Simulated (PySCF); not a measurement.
SMILES c1c[se]c([SiH2]c2ccsc2)c1 (C8H8SSeSi), GFN2-xTB optimised geometry.

```
19

C     -0.64    -2.10     0.00
C      0.72    -2.10     0.00
Se     1.42    -0.38     0.00
C     -0.36     0.24     0.00
Si    -0.80     2.07     0.03
C      0.54     3.00    -0.91
C      1.91     2.98    -0.55
C      2.69     3.71    -1.38
S      1.78     4.46    -2.64
C      0.33     3.76    -2.02
C     -1.22    -0.81     0.00
H     -1.23    -3.00     0.00
H      1.36    -2.96     0.00
H     -2.10     2.25    -0.63
H     -0.84     2.55     1.42
H      2.29     2.45     0.30
H      3.75     3.87    -1.34
H     -0.60     3.96    -2.52
H     -2.29    -0.66     0.00
```

Density from PySCF 2.14.0 with PBE0/def2-SVP at that geometry.

Minimum of the electron density along straight lines between bonded atoms, close to the bond critical point (lines longer than 1.1 times the sum of covalent radii, or with two minima, are not listed):

| bond | length / Å | ρ at the minimum / e bohr⁻³ | ∇²ρ there / e bohr⁻⁵ | position (fraction from the first atom) |
|---|---|---|---|---|
| C1–C2 | 1.357 | 0.323 | -0.82 | 0.49 |
| C2–Se3 | 1.850 | 0.175 | -0.20 | 0.49 |
| Se3–C4 | 1.879 | ___ | -0.19 | 0.52 |
| C4–Si5 | 1.882 | 0.110 | 0.35 | 0.62 |
| Si5–C6 | 1.877 | 0.113 | 0.34 | 0.38 |
| C6–C7 | 1.423 | 0.288 | -0.69 | 0.50 |
| C7–C8 | 1.354 | 0.325 | -0.83 | 0.49 |
| C8–S9 | 1.721 | 0.216 | -0.47 | 0.47 |
| C6–C10 | 1.360 | 0.320 | -0.80 | 0.48 |
| S9–C10 | 1.719 | 0.216 | -0.47 | 0.53 |
| C1–C11 | 1.414 | 0.295 | -0.73 | 0.50 |
| C4–C11 | 1.364 | 0.319 | -0.79 | 0.51 |
| C1–H12 | 1.078 | 0.283 | -1.08 | 0.63 |
| C2–H13 | 1.075 | 0.283 | -1.10 | 0.64 |
| Si5–H14 | 1.466 | 0.117 | 0.32 | 0.49 |
| Si5–H15 | 1.471 | 0.116 | 0.31 | 0.49 |
| C7–H16 | 1.078 | 0.283 | -1.08 | 0.63 |
| C8–H17 | 1.072 | 0.286 | -1.12 | 0.64 |
| C10–H18 | 1.072 | 0.287 | -1.13 | 0.64 |
| C11–H19 | 1.078 | 0.283 | -1.08 | 0.63 |

Task: Complete the blanks.

Result: 
- Se3–C4, ρ at the minimum / e bohr⁻³: 0.165
